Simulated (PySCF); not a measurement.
**Spinor energies of Ir (iridium, neutral)**

Start: [Xe] 4f14 5d7 6s2; 5d3/2 filled at m_j = -3/2, -1/2, +1/2, +3/2; 5d5/2 filled at m_j = +1/2, +3/2, +5/2. Calculated with PySCF 2.14 in x2c-SVPall-2c with one added diffuse shell each of s, d type (8s9p10d2f, 99 functions): generalised Hartree-Fock with the X2C-1e Hamiltonian and a Gaussian nucleus; one run each with spin-orbit coupling (SO) switched off, then screened by Boettger's factors.

```json
{"spinor shell": "1s1/2", "electrons": "2", "ε, spin-free (eV)": "-76530.1", "ε, screened SO (eV)": "-76503.5", "weight of nominal j (screened SO)": "1.000", "rms radius, screened SO (bohr)": "0.0197"}
{"spinor shell": "2s1/2", "electrons": "2", "ε, spin-free (eV)": "-13536.2", "ε, screened SO (eV)": "-13527.7", "weight of nominal j (screened SO)": "1.000", "rms radius, screened SO (bohr)": "0.0796"}
{"spinor shell": "2p1/2", "electrons": "2", "ε, spin-free (eV)": "-11768.7", "ε, screened SO (eV)": "-12937.0", "weight of nominal j (screened SO)": "1.000", "rms radius, screened SO (bohr)": "0.0675"}
{"spinor shell": "2p3/2", "electrons": "4", "ε, spin-free (eV)": "-11768.7", "ε, screened SO (eV)": "-11303.4", "weight of nominal j (screened SO)": "1.000", "rms radius, screened SO (bohr)": "0.0752"}
{"spinor shell": "3s1/2", "electrons": "2", "ε, spin-free (eV)": "-3232.5", "ε, screened SO (eV)": "-3229.6", "weight of nominal j (screened SO)": "1.000", "rms radius, screened SO (bohr)": "0.203"}
{"spinor shell": "3p1/2", "electrons": "2", "ε, spin-free (eV)": "-2707.1", "ε, screened SO (eV)": "-2965.5", "weight of nominal j (screened SO)": "1.000", "rms radius, screened SO (bohr)": "0.195"}
{"spinor shell": "3p3/2", "electrons": "4", "ε, spin-free (eV)": "-2707.1", "ε, screened SO (eV)": "-2601.9", "weight of nominal j (screened SO)": "1.000", "rms radius, screened SO (bohr)": "0.210"}
{"spinor shell": "3d3/2", "electrons": "4", "ε, spin-free (eV)": "-2120.2", "ε, screened SO (eV)": "-2164.6", "weight of nominal j (screened SO)": "1.000", "rms radius, screened SO (bohr)": "0.186"}
{"spinor shell": "3d5/2", "electrons": "6", "ε, spin-free (eV)": "-2120.2", "ε, screened SO (eV)": "-2087.6", "weight of nominal j (screened SO)": "1.000", "rms radius, screened SO (bohr)": "0.189"}
{"spinor shell": "4s1/2", "electrons": "2", "ε, spin-free (eV)": "-724.91", "ε, screened SO (eV)": "-723.88", "weight of nominal j (screened SO)": "1.000", "rms radius, screened SO (bohr)": "0.450"}
{"spinor shell": "4p1/2", "electrons": "2", "ε, spin-free (eV)": "-549.52", "ε, screened SO (eV)": "-611.11", "weight of nominal j (screened SO)": "1.000", "rms radius, screened SO (bohr)": "0.456"}
{"spinor shell": "4p3/2", "electrons": "4", "ε, spin-free (eV)": "-549.52", "ε, screened SO (eV)": "-524.06", "weight of nominal j (screened SO)": "1.000", "rms radius, screened SO (bohr)": "0.489"}
{"spinor shell": "4d3/2", "electrons": "4", "ε, spin-free (eV)": "-329.48", "ε, screened SO (eV)": "-338.67", "weight of nominal j (screened SO)": "1.000", "rms radius, screened SO (bohr)": "0.508"}
{"spinor shell": "4d5/2", "electrons": "6", "ε, spin-free (eV)": "-329.48", "ε, screened SO (eV)": "-322.15", "weight of nominal j (screened SO)": "1.000", "rms radius, screened SO (bohr)": "0.519"}
{"spinor shell": "5s1/2", "electrons": "2", "ε, spin-free (eV)": "-115.68", "ε, screened SO (eV)": "-115.41", "weight of nominal j (screened SO)": "1.000", "rms radius, screened SO (bohr)": "1.05"}
{"spinor shell": "4f5/2", "electrons": "6", "ε, spin-free (eV)": "-82.735", "ε, screened SO (eV)": "-84.041", "weight of nominal j (screened SO)": "0.996", "rms radius, screened SO (bohr)": "0.586"}
{"spinor shell": "4f7/2", "electrons": "8", "ε, spin-free (eV)": "-82.735", "ε, screened SO (eV)": "-80.776", "weight of nominal j (screened SO)": "0.997", "rms radius, screened SO (bohr)": "0.587"}
{"spinor shell": "5p1/2", "electrons": "2", "ε, spin-free (eV)": "-67.340", "ε, screened SO (eV)": "-78.087", "weight of nominal j (screened SO)": "0.984", "rms radius, screened SO (bohr)": "1.19"}
{"spinor shell": "5p3/2", "electrons": "4", "ε, spin-free (eV)": "-67.340", "ε, screened SO (eV)": "-62.513", "weight of nominal j (screened SO)": "0.992", "rms radius, screened SO (bohr)": "1.24"}
{"spinor shell": "5d3/2", "electrons": "4", "ε, spin-free (eV)": "-13.354", "ε, screened SO (eV)": "-14.256", "weight of nominal j (screened SO)": "0.747", "rms radius, screened SO (bohr)": "1.79"}
{"spinor shell": "5d5/2", "electrons": "3", "ε, spin-free (eV)": "-13.354", "ε, screened SO (eV)": "-12.182", "weight of nominal j (screened SO)": "0.732", "rms radius, screened SO (bohr)": "1.87"}
{"spinor shell": "6s1/2", "electrons": "2", "ε, spin-free (eV)": "-8.147", "ε, screened SO (eV)": "-8.113", "weight of nominal j (screened SO)": "0.995", "rms radius, screened SO (bohr)": "3.33"}
```

| quantity | spin-free | screened SO |
| --- | --- | --- |
| E (hartree) | -17813.36179 | -17837.89964 |
| M_J | 9/2 | 9/2 |
| ⟨J²⟩ | 24.772 | 24.772 |
| ⟨L²⟩ | 12.005 | 13.107 |
| ⟨S²⟩ | 3.768 | 3.529 |

Each row is a mean over spinors that exchange with the open shell spreads, by up to 7.065 eV (5p3/2).

Rows whose weight is well below 1 are mixtures of j = l ± 1/2: exchange outweighs spin-orbit coupling there, and the label is only the starting occupation.

Breit and QED terms are absent; they matter most for the inner s and p1/2 levels.

Densities and radii are taken from the X2C orbitals without a picture-change correction, which distorts them close to the nucleus.

Without spin-orbit coupling the j labels of p, d and f shells carry no meaning; the spin-free column gives the mean over the occupied spinors of each nl shell.
